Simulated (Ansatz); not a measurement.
Cartesian coordinates in Å:
```
N -1.296 0.126 -0.767
C -0.467 0.667 0.130
C 0.920 0.793 -0.029
Si 1.381 -0.977 0.912
Cl 0.652 -2.300 -0.633
H -2.199 -0.186 -0.449
H -0.889 -0.444 -1.495
H -0.936 1.047 1.030
H 1.393 1.567 0.565
H 1.329 0.695 -1.031
H 0.113 -0.988 1.767
```

The species carries charge 0 and has multiplicity 1. The bonds changed during the relaxation, so this is another structure than the one it started from.

(1) List the r2SCAN/def2-TZVPP orbital energies in eV (Ansatz). (Estimate.)

Results:

(1) Computed: Occupied: -2752.39, -1790.91, -386.82, -275.41, -273.58, -253.78, -192.30, -192.19, -192.17, -141.20, -96.12, -96.08, -95.99, -25.39, -20.54, -20.15, -16.43, -14.76, -13.19, -12.46, -11.21, -10.34, -9.89, -8.53, -8.15, -7.57, -6.89, -4.88. Lowest empty: -1.77, -0.02, 0.55, 0.76, 1.53, 1.90, 2.23, 3.10.
